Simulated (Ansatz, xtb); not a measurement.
# Relative energy of two isomers of CH5FGaSi

Structure X is `[F][Ga][CH2][SiH3]`, a doublet and structure Y is `[CH3][Ga][SiH2]F`, a doublet. Both are isolated molecules in the gas phase, relaxed with B3LYP/6-31G*; the shapes shown needn't be the lowest conformers.

X (Å):

```yaml
atoms:
  - { symbol: C, position_ang: [1.5076, 2.4920, -1.2333] }
  - { symbol: F, position_ang: [0.8497, -0.3729, -2.3889] }
  - { symbol: Ga, position_ang: [1.6044, 1.1873, -2.8244] }
  - { symbol: Si, position_ang: [0.6561, 1.6666, 0.2381] }
  - { symbol: H, position_ang: [0.9732, 3.3737, -1.6050] }
  - { symbol: H, position_ang: [2.5429, 2.7858, -1.0266] }
  - { symbol: H, position_ang: [0.5956, 2.6223, 1.3838] }
  - { symbol: H, position_ang: [1.4193, 0.4705, 0.6746] }
  - { symbol: H, position_ang: [-0.7327, 1.2802, -0.1155] }
```

Y (Å):

```yaml
atoms:
  - { symbol: C, position_ang: [1.6094, -1.0683, -0.6164] }
  - { symbol: F, position_ang: [1.3136, 2.9932, 1.1620] }
  - { symbol: Ga, position_ang: [-0.0120, 0.1067, -0.4238] }
  - { symbol: Si, position_ang: [-0.0761, 2.3646, 0.5867] }
  - { symbol: H, position_ang: [1.3721, -2.0200, -1.0983] }
  - { symbol: H, position_ang: [2.0306, -1.2618, 0.3778] }
  - { symbol: H, position_ang: [2.3648, -0.5404, -1.2112] }
  - { symbol: H, position_ang: [-0.6064, 3.3092, -0.4419] }
  - { symbol: H, position_ang: [-1.0564, 2.3315, 1.7134] }
```

Question: Estimate which is lower in electronic energy at CCSD(T)/def2-SVP + ΔMP2/def2-TZVPP, and by roughly how much.

Answer: Not settled: CCSD(T)/def2-SVP + ΔMP2/def2-TZVPP gives E(Y) − E(X) = −5.6 kcal/mol, but this leans on the basis-set step: CCSD(T) alone gives −0.6 kcal/mol.

Level by level:

```
                             level      geometry  E(Y) − E(X) (kcal/mol)  departure from the last row (kcal/mol)  job, with rough time for the two
                      B3LYP/6-31G*  B3LYP/6-31G*                      −5.0                                    +0.5                optimisation, 59 s
                       HF/def2-SVP  B3LYP/6-31G*                      −2.3                                    +3.2           part of the CCSD(T) run
                      MP2/def2-SVP  B3LYP/6-31G*                      +0.2                                    +5.7           part of the CCSD(T) run
                  CCSD(T)/def2-SVP  B3LYP/6-31G*                      −0.6                                    +5.0                      single point
CCSD(T)/def2-SVP + ΔMP2/def2-TZVPP  B3LYP/6-31G*                      −5.6                                                        single point, 44 s
```

As drawn, Y has 1 Ga–Si, 1 F–Si, 1 C–H in place of 1 F–Ga, 1 C–Si, 1 Si–H.

MP2/def2-SVP finds them nearly level. The largest departure from CCSD(T)/def2-SVP + ΔMP2/def2-TZVPP is that of MP2/def2-SVP, 5.7 kcal/mol. Levels run at GFN2-xTB geometries aren't shown. The last row adds to CCSD(T) the change of the MP2 difference between the two basis sets, here −5.0 kcal/mol, a large step that makes the value less sure.

With harmonic frequencies from B3LYP/6-31G* (ideal gas, rigid rotor, one conformer each, 298.15 K, 1 atm): on the last row, ΔE + ΔZPE = −4.2 kcal/mol. A mode under 50 cm⁻¹ makes harmonic enthalpies and free energies unreliable, so none is given.

Open shells are spin-unrestricted. The correlated steps freeze 16 core orbitals; the filled d shell of Ga is correlated, in a basis made for valence electrons. Programs: Ansatz 0.2.0; the last row on 2 threads of Intel(R) Xeon(R) 6975P-C (Granite Rapids) on a shared host.
